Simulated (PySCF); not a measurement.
B(OH)(OMe)(NH2) (CH6BNO2), SMILES COB(N)O. Geometry: PBE-D3(BJ)/def2-SVP. Other conformers were not sampled.

**Question.** Give the equilibrium geometry at PBE-D3(BJ)/def2-SVP (PySCF confirms it by a frequency run) as a Z-matrix, and its point group. (Estimate from the structure and the level; the computed values follow.)

**Answer.** This is not unique; one that fits is point group Cs.
```
B
O 1 1.3816
O 1 1.3821 2 114.54
H 3 0.9703 1 112.40 2 180.00
C 2 1.4036 1 121.09 3 180.00
H 5 1.1091 2 108.82 1 180.00
H 5 1.1166 6 107.51 2 122.11
H 5 1.1166 6 107.51 7 115.77
N 1 1.4289 2 122.02 5 0.00
H 9 1.0177 1 124.03 2 180.00
H 9 1.0179 10 112.91 1 180.00
```
